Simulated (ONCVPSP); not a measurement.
# Which change was made? (I, ONCV)

ONCVPSP 4.0.1 input, shortened (lines: element, Z, core and valence counts, functional; n l f; lmax; l rc ep ncon nbas qcut; lloc lpopt rc5 dvloc0; l nproj debl; icmod fcfact rcfact), PBE, scalar-relativistic:

```
  I 53.00    6    5        4      upf
    1    0    2.00
    2    0    2.00
    2    1    6.00
    3    0    2.00
    3    1    6.00
    3    2   10.00
    4    0    2.00
    4    1    6.00
    4    2   10.00
    5    0    2.00
    5    1    3.00
    3
    0    1.10    0.00    4    8    8.20
    1    1.30    0.00    3    7    9.50
    2    1.50    0.00    4    8   11.10
    3    1.60    0.25    4    8    6.30
    4    4    0.80    0.00
    0    2    1.30
    1    2    3.30
    2    3    0.80
    3    2    1.70
    0    0.00    0.00
```

In the d channel the program set the typed energies aside and used -2.594, 0.250, 1.050 Ha.

Cutoffs, loose and tight: the cutoffs (Ha) at which the residual kinetic energy of the hardest occupied pseudo-wave falls to 1 and 0.1 mHa per electron. They do not see the model core or the augmentation charge, which bear on the density cutoff. Test errors are all-electron minus pseudo excitation energies from the reference, over the configurations 4s2 4p6 4d10 5s2 5p5; 4s2 4p6 4d10 5s2 5p4; 4s2 4p6 4d10 5s2 5p2; 4s2 4p6 4d9 5s2 5p6; variants that change the core or the reference have their own tests.

The base gives: outcome: generated, projector energies reset by the program; cutoff, loose: 70 Ha; cutoff, tight: 144 Ha; bound ghosts: none; GHOST(+) flags above zero: s; largest test error (meV): +43.

Question: After one change the result is: outcome: generated, projector energies reset by the program; cutoff, loose: 44 Ha; cutoff, tight: 51 Ha; bound ghosts: none; GHOST(+) flags above zero: none; largest test error (meV): +45. Which change was it?
A. s: rc 0.8
B. s: rc 0.88
C. s: rc 1
D. s: rc 1.62

Answer: D. The others give: s: rc 0.8 → outcome: generated, projector energies reset by the program; cutoff, loose: 258 Ha; cutoff, tight: 338 Ha; bound ghosts: none; GHOST(+) flags above zero: s; largest test error (meV): +44 | s: rc 0.88 → outcome: generated, projector energies reset by the program; cutoff, loose: 215 Ha; cutoff, tight: 251 Ha; bound ghosts: none; GHOST(+) flags above zero: none; largest test error (meV): +43 | s: rc 1 → outcome: generated, projector energies reset by the program; cutoff, loose: 152 Ha; cutoff, tight: 185 Ha; bound ghosts: none; GHOST(+) flags above zero: s; largest test error (meV): +43.
